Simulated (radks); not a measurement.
Ionisation of the terbium ion Tb3+, [Xe] 4f8, to [Xe] 4f7 as the strength of local exchange is varied. All-electron calculation, scalar-relativistic Kohn-Sham, Slater X-alpha exchange (alpha = 2/3 is LDA exchange), no correlation, spin-unpolarised, spherical densities, point nucleus. Program: a radial shooting solver on a logarithmic mesh with Libxc functionals.

alpha  E(Tb3+) (hartree)  exchange (hartree)  IE (eV)  -e of the level emptied (eV)  <r> of it (bohr)
0.62         -11676.3420           -223.4837   41.097                   31.385 (4f)            0.8383
0.66         -11690.8253           -238.2053   42.399                   32.571 (4f)            0.8311
0.667        -11693.3618           -240.7853   42.629                   32.781 (4f)            0.8299
0.728        -11715.4894           -263.3154   44.658                   34.638 (4f)            0.8193
0.758        -11726.3876           -274.4267   45.674                   35.570 (4f)            0.8143
0.8          -11741.6623           -290.0167   47.113                   36.896 (4f)            0.8076
1.047        -11831.9018           -382.5060   56.008                   45.152 (4f)            0.7715
?            -11694.8115           -242.2601   42.760                   32.901 (4f)            0.8291

Which alpha was used in the last row?

Answer. alpha = 0.671. NIST Atomic Spectra Database: 39.33 eV (semi-empirical). The central value is not met in this range of alpha. Spin polarisation and multiplet splitting are left out, so open shells lie too high by an amount that depends on their filling. Spin-orbit splitting is averaged out at the scalar-relativistic level.

Beside tabulated values, note that spin-unpolarised runs miss the spin-polarisation part of the exchange energy of open shells. No tabulated value is given for the 4+ ions of Nd, Pm and Eu to Yb, where it belongs to another shell than the one emptied here.
